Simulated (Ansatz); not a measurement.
Species: trifluoro(methyl)germane, CH$_{3}$F$_{3}$Ge, charge 0, multiplicity 1. 
Coordinates optimised at B3LYP-D3(BJ)/def2-TZVP (Ansatz, a quantum-chemistry and plane-wave program):
SMILES: [F][Ge]([F])([F])[CH3]
```xyz
8

C     -1.9206    -0.0137     0.1074
Ge    -0.0001     0.0000     0.0000
F      0.7689    -0.1770     1.5335
F      0.6360    -1.2674    -0.9816
F      0.6342     1.4589    -0.6660
H     -2.2459    -0.9600     0.5348
H     -2.2471     0.8096     0.7397
H     -2.3333     0.1019    -0.8928
```

Total electronic energies in hartree. Cores are frozen in the correlated levels unless marked. Spin-orbit coupling is left out. The frozen core is the preceding noble-gas configuration, with the filled d and f shells of earlier blocks. No relativistic terms. CBS marks a two-point X^-3 extrapolation of the correlation energy; Hartree-Fock from the larger set.

```csv
level,program,energy (Eh)
HF/6-31G,Ansatz,-2413.01449
revPBE-D4/def2-TZVPD,Ansatz + dftd4,-2416.47312
PBE-QIDH/def2-TZVPD,Ansatz,(withheld)
MP2/6-31G*,Ansatz,-2413.88164
MP2/aug-cc-pVTZ,Ansatz,-2414.69845
CCSD/aug-cc-pVQZ,Ansatz,-2414.80654
"CCSD/CBS(cc-pVTZ,cc-pVQZ)",Ansatz,-2414.8555
CCSD(T)/cc-pVDZ,Ansatz,-2414.24498
"CCSD(T)/CBS(aug-cc-pVTZ,aug-cc-pVQZ)",Ansatz,-2414.8997
```

Question: Complete the blanks.

Answer: 
- PBE-QIDH/def2-TZVPD, energy (Eh): -2415.73231
